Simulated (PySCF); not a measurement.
Computed shifts of a molecule FH6NOSi2, B3LYP/pcSseg-1 in PySCF, GIAO, gas phase, atoms alike by connectivity averaged where their shifts nearly agree, in ppm (number of nuclei): ¹⁵N: 47.5 (1). ²⁹Si: 2.1 (1), -31.0 (1). ¹⁹F: -268.6 (1). ¹H: 5.49 (2), 5.01 (1), 3.41 (1), 1.95 (1), 1.26 (1). References: ¹⁵N against NH3 (σ = 265.5 ppm); ²⁹Si against TMS (σ = 338.7 ppm); ¹⁷O against H2O (σ = 333.8 ppm); ¹⁹F against CFCl3 (σ = 161.7 ppm); ¹H against TMS (σ = 31.68 ppm), references at their B3LYP-D3(BJ)/def2-TZVP geometries, non-relativistic. Geometry: r2SCAN-D4/def2-SVP. One conformer was computed; it need not be the lowest.

Question: Pick the molecule that these values belong to.
A. O[SiH2]N[SiH2]F
B. N[Si@@H](F)O[SiH3]
C. N[Si@@H](F)[SiH2]O
D. N[Si@@H](O)[SiH2]F

Answer: D, N[Si@@H](O)[SiH2]F
